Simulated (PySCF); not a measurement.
Frontier orbitals and the lowest excitations

Species: C2H9B2N.
Numbering: `[BH2:1][NH:2][B:3]([CH3:4])[CH3:5]` (hydrogens: H6, H7 on B1; H8 on N2; H9, H10, H11 on C4; H12, H13, H14 on C5)

Cartesian coordinates in Å at the PBE0-D3(BJ)/def2-SVP level; atoms count from 1:
```
atom  x, y, z in Å
B1     2.2194   -0.1949    0.4834
N2     0.8872   -0.6612    0.4813
B3    -0.3152   -0.0433   -0.0230
C4    -0.3028    1.3724   -0.7074
C5    -1.6705   -0.8422    0.1077
H6     3.0776   -0.8816    0.9901
H7     2.4956    0.8710   -0.0108
H8     0.7445   -1.5675    0.9191
H9     0.6917    1.7849   -0.9189
H10   -0.8332    2.0826   -0.0477
H11   -0.8880    1.3503   -1.6420
H12   -1.8527   -1.3577   -0.8539
H13   -1.6702   -1.6167    0.8911
H14   -2.5378   -0.1821    0.2632
```

The calculation used TDDFT wB97X-D/def2-SVPD, vertical, gas phase, core orbitals frozen in the response (PySCF).

Kohn–Sham orbitals with the atoms that hold most of them (Löwdin shares over 4%, at most four atoms; ? is withheld):

```csv
orbital,ε (eV),atoms
LUMO+2,2.59,"B1 56%, H6 10%, B3 9%, H7 4%"
LUMO+1,1.81,"B3 42%, B1 20%, C5 8%, H8 6%"
LUMO,?,"B1 38%, B3 18%, N2 15%, H6 8%"
HOMO,-10.64,?
HOMO-1,-10.94,?
HOMO-2,-11.02,"N2 59%, B1 13%, B3 10%, H8 5%"
HOMO-3,-11.82,"C4 26%, B3 14%, C5 12%, N2 11%"
```

Q: Which atoms hold the HOMO, and with what shares?

A: C4 (bonded to B and 3 H) 23%; B3 (bonded to 2 C and N) 21%; C5 (bonded to B and 3 H) 20%; N2 (bonded to 2 B and H) 7%. By element: carbon 43%, boron 21% or more, nitrogen 7%.

Q: Give the leading atoms of the HOMO-1.

A: B1 (bonded to N and 2 H) 33%; H6 (bonded to B) 21%; H7 (bonded to B) 14%; N2 (bonded to 2 B and H) 9%. By element: hydrogen 36% or more, boron 33% or more, nitrogen 9%.

Q: What is the LUMO energy, and the HOMO–LUMO gap?

A: ε(LUMO) = 1.05 eV; the gap is 11.70 eV (0.4299 hartree).

Q: The HOMO–LUMO gap is 11.70 eV. Where does the response calculation put the lowest singlet, and from which orbitals?

A: S1 is at 6.53 eV (f = 0.0004), 5.17 eV below the gap, made of HOMO-1→LUMO (60%), HOMO→LUMO (33%). Its leading pair isn't HOMO and LUMO; the energies of that pair differ by 11.99 eV. 

Q: Give energy, strength and leading configuration of S3, S5, S6 and S8, and follow the Löwdin shares of the leading atoms from the occupied to the empty orbital.

A: 
- S3 (7.36 eV, f 0.363), HOMO-2→LUMO (96%): N2 59% → 15%, B1 13% → 38%, B3 10% → 18%
- S5 (8.39 eV, f 0.039), HOMO→LUMO+1 (88%): C4 23% → at most 7%, B3 21% → 42%, B1 at most 8% → 20%
- S6 (8.52 eV, f 0.029), HOMO-2→LUMO+1 (85%): N2 59% → at most 7%, B1 13% → 20%, B3 10% → 42%
- S8 (8.78 eV, f 0.022), HOMO-1→LUMO+1 (73%): B1 33% → 20%, H6 21% → at most 7%, B3 at most 10% → 42%

Löwdin shares depend on the basis, the more so with diffuse functions.

Time: 4.1 min wall (grids of density and orbitals included); peak memory 0.88 GiB. Hardware: one thread, Arm Neoverse N1 (aarch64), no GPU, shared host.
